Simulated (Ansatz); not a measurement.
lanthanum atom (La), doublet (typed; the unrestricted solution is spin-contaminated) (core potentials on La); PBE0/def2-TZVP in Ansatz (a quantum-chemistry and plane-wave program).

Here is a job for Ansatz.
Ansatz 0.2 input:
```yaml
crystal:
  periodic: [false, false, false]
  atoms:
    - {symbol: La, position_ang: [0.00000000, 0.00000000, 0.00000000]}
basis:
  gaussian:
    orbitals: def2-TZVP
hamiltonian:
  xc: pbe0
magnetization: {spin_polarized: true, initial_magnetization: 1}
```

Write the output that Ansatz gives for this input, abridged.


```
Functional definition: PBE0
339 factors; their error is unknown
mean field evaluation 1: about -856.0621 eV, gradient 2.9e0 eV
mean field evaluation 2: about -856.1593 eV, gradient 8.5e-1 eV
mean field evaluation 4: about -856.1981 eV, gradient 3.2e-1 eV
mean field evaluation 8: about -856.1806 eV, gradient 5.7e-2 eV
mean field evaluation 16: about -856.3946 eV, gradient 1.9e-5 eV
mean field evaluation 32: about -855.9457 eV, gradient 3.0e0 eV
mean field -856.39464903 eV, -31.4719228668 hartree, gradient 1.9e-5 eV, S^2 1.380691; 6 other end points of the search recorded, 0 dependent functions left out
reference -856.39466900 eV, -31.4719236006 hartree; 6, 5 occupied and 34, 35 virtual orbitals, 339 factors
Total energy: -856.39466900 eV, -31.4719236006 hartree
```
